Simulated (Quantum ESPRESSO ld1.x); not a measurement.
Values are calculated unless marked as measured or tabulated.
Q: Radial electron density D(r) = 4 pi r^2 rho(r) of an atom or ion with 69 electrons. Code: ld1.x of Quantum ESPRESSO 7.5. Model: Dirac Kohn-Sham, BLYP, spin-unpolarised, spherical densities, point nucleus.

```
   r/bohr * D(r) (the largest magnitude, 123, reaches the edge; | marks zero)
 0.001157 |  *
  0.00158 |    *
 0.002159 |       *
  0.00295 |            *
  0.00403 |                  *
 0.005505 |                         *
 0.007521 |                                 *
  0.01027 |                                        *
  0.01392 |                                          *
  0.01902 |                                        *
  0.02599 |                                     *
   0.0355 |                                        *
   0.0485 |                                                  *
  0.06626 |                                                      *
  0.09053 |                                             *
   0.1237 |                                          *
    0.169 |                                                 *
    0.229 |                                      *
   0.3128 |                       *
   0.4274 |                          *
   0.5839 |                      *
   0.7976 |           *
     1.09 |      *
    1.489 |   *
    2.034 |*
    2.778 |*
    3.766 *
    5.144 *
    7.028 *
    9.601 *
    13.12 *
```

What is the nuclear charge?

A: Z = 69. The innermost maximum, from 1s, lies near gamma/Z bohr with gamma = sqrt(1 - (Z/c)^2) = 0.864, here 0.0125 bohr (found: 0.0138), and its height grows with Z. The density is that of neutral thulium in [Xe] 4f13 6s2; the configuration itself is not fixed sharply by these data, and Z only to a few units. D(r) has 4 maxima, at r = 0.0138, 0.0617, 0.172, 0.467 bohr, and minima at 0.0268, 0.112, 0.331 bohr, inside which lie 2.02, 11.19, 29.71 electrons.
